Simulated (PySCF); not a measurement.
**Peak assignment**

Numbering as in the mapped SMILES `[CH2:1]=[CH:2][CH2:3]/[C:4](=[CH:5]/[O:6][SiH3:7])[CH:8]([F:9])[F:10]`; H(Xn) means a hydrogen on atom n. Ha(C1) is cis to C3; Hb(C1) is trans to C3.

[PySCF 2.14.0 with density-fitted response routines: σ from GIAO-PBE0/pcSseg-1; structure optimised with GFN2-xTB; relativity neglected; single conformer; isolated molecule; rapidly exchanging positions averaged]

Scale: $^{13}$C, $^{1}$H against TMS (reference shieldings calculated alike).

Question: Assign these signals to the numbered atoms. $^{13}$C{$^{1}$H} NMR (computed): δ 148.2 (CH), 143.4 (CH), 125.5 (C), 125.5 (CH2), 116.6 (CH), 33.3 (CH2).

Answer: 
148.2 → C5, alkene carbon bearing oxygen: an sp2 carbon further deshielded by the attached heteroatom
143.4 → C2, alkene CH: an sp2 carbon of a C=C bond
125.5 → C4, β carbon of an enol-ether or enamine type C=C
125.5 → C1, terminal =CH2 carbon: as expected for a trigonal carbon in a double bond
116.6 → C8, allylic sp3 CH bonded to 2 F: 2 electronegative neighbours deshield it
33.3 → C3, allylic sp3 CH2: aliphatic region, no heteroatom directly attached

C4 and C1 lie closer than the usual error of such a calculation, so a measured spectrum could show them in the other order.

Question: Assign these signals to the numbered atoms. $^{1}$H NMR (400 MHz, computed): δ 7.25 (m, 1H), 6.24 (m, 1H), 6.10 (m, 1H), 5.58 (m, 1H), 5.48 (m, 1H), 5.03 (s, 3H), 3.17 (d, 2H).

Answer: 
```tsv
δ (ppm)	atoms	environment	reason
7.25	H(C8)	hydrogen on an allylic sp3 CH bonded to 2 F	its carbon carries F, which withdraws density
6.24	H(C5)	hydrogen on an alkene carbon bearing oxygen	olefinic region
6.10	H(C2)	hydrogen on an alkene CH	a vinylic proton, deshielded by the sp2 carbon and the C=C anisotropy
5.58	Ha(C1)	hydrogen on a terminal =CH2 carbon	attached to an sp2 carbon and in the plane of the double bond
5.48	Hb(C1)	hydrogen on a terminal =CH2 carbon	–
5.03	H(Si7)	hydrogen on a silicon bonded to O	–
3.17	H(C3)	hydrogen on an allylic sp3 CH2	allylic position
```

Ha(C1) and Hb(C1) lie closer than the usual error of such a calculation, so a measured spectrum could show them in the other order.

Splittings by $^{19}$F in the carbon and heteronuclear signals aren't shown, as no couplings were computed. Shifts are as computed. Against solution values, carbons near 30 ppm lie about +3 ppm off and those near 130 ppm about +5 ppm. Of 1211 compounds with measured shifts, 218 miss one by over three times the rms of a fit or turn the order of signals round; such compounds aren't used in these exercises. No couplings were computed; multiplicities are counted from neighbouring protons, with m where these are inequivalent, close in shift, in a saturated or five-membered ring or joined by F or P, and br s for small geminal =CH2 splittings.
